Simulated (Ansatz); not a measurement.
Be₄⁺. The state is a doublet with charge 1. Geometry PBE/def2-TZVP, basis def2-TZVP, Ansatz.

Cartesian coordinates in Å:
```
Be -1.2677 -0.7621 0.3339
Be 0.2690 -0.9511 -1.1504
Be -0.2684 0.9505 1.1510
Be 1.2671 0.7627 -0.3346
```

```tsv
run	HOMO (eV)	LUMO (eV)
A	-12.09	-5.82
B	-9.04	-8.59
C	-9.41	-8.63
D	-9.89	-8.05
E	-10.07	-7.98
F	-9.20	-8.87
```

B3LYP takes the VWN-RPA correlation. The structure comes from a short search, and lower isomers may exist.

HOMO and LUMO are taken over both spins.

**Question.** The runs used B3LYP, BLYP, PBE, PBE0, r2SCAN, ωB97X-V. Estimate which is which.

**Answer.** A ωB97X-V (range-separated); B BLYP (0 % exact exchange); C r2SCAN (0 % exact exchange); D B3LYP (20 % exact exchange); E PBE0 (25 % exact exchange); F PBE (0 % exact exchange). Exact exchange lowers occupied and raises empty levels; among semilocal functionals meta-GGAs tend to open the gap a little, and such runs are hard to tell apart. The gap grows from 0.33 eV (PBE) to 6.27 eV (ωB97X-V).
